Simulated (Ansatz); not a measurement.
Born–Oppenheimer molecular dynamics of Cl$_{2}$HInO (5 atoms, charge 0, multiplicity 1). It starts from a relaxed structure.

Method: RKS PBE-D4/def2-SVP in Ansatz 0.2.0.

| Quantity | Value |
| --- | --- |
| ensemble | NVE (velocity Verlet) |
| time step | 0.5 fs |
| steps asked | 150 |
| starting velocities drawn for | 400 K |
| seed | 192127 |

First frame:

```xyz
5
Properties=species:S:1:pos:R:3
In 0.055 -0.108 -0.050
Cl -0.039 -0.076 2.303
Cl 2.113 0.168 -1.132
O -1.607 -0.367 -1.146
H -2.366 -0.464 -0.536
```

(1) How far do the bonds stretch over the last three quarters of this one trajectory? (Pairs bonded in most of those frames.)

Answers

(1) 
```csv
bond,mean (Å),spread (Å),shortest,longest
In1–Cl2,2.358,0.010,2.35,2.38
In1–Cl3,2.347,0.005,2.34,2.36
In1–O4,2.016,0.060,1.92,2.10
O4–H5,0.980,0.027,0.94,1.02
```

Mean temperature of the second half: 163 K. The conserved energy stayed within 0.22 meV per atom of its start (net change 0.16 meV per atom), so the integration is sound. A run of 0.075 ps of so small a system gives no equilibrium averages.

Run time: 60 s on 2 threads of AMD EPYC 9R45 96-Core Processor (Zen 5), with other jobs on the host, peak memory 0.14 GiB.
